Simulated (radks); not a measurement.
Neutral gadolinium, 64 electrons, occupied as [Xe] 4f7 5d1 6s2. Method: scalar-relativistic Kohn-Sham, PBE, spin-polarised, spherical densities, point nucleus; open shells are filled with parallel spins first (spin-orbit coupling, left out, can overturn this in heavy ions); computed with a radial shooting solver on a logarithmic mesh with Libxc functionals.

Normalised radial functions P(r) = r R(r), r in bohr:

```
   r/bohr * 5p up, o 5p down, + 4f up (the largest magnitude, 1.04, reaches the edge; | marks zero, & curves that meet)
 0.004304                             &
 0.006845                             +&
  0.01089                             +&
  0.01731                             +  &
  0.02754                             +   &
   0.0438                             +     &
  0.06965                             |+  &
   0.1108                          &  |  +
   0.1762                     &       |       +
   0.2802                             &                +
   0.4457                             |           &              +
   0.7088                            *o                          +
    1.127       *o                    |                 +
    1.793         &                   |       +
    2.874                      o*     | +
    4.571                            &+
     7.27                             &
    11.56                             &
```

5p up: eigenvalue -28.177 eV, 3 radial nodes at r = 0.0946, 0.278, 0.700 bohr, <r> = 1.55 bohr, 90 % of the charge inside 2.27 bohr. 5p down: eigenvalue -25.524 eV, 3 radial nodes at r = 0.0946, 0.278, 0.702 bohr, <r> = 1.58 bohr, 90 % of the charge inside 2.33 bohr. 4f up: eigenvalue -10.447 eV, 0 radial nodes, <r> = 0.854 bohr, 90 % of the charge inside 1.46 bohr.
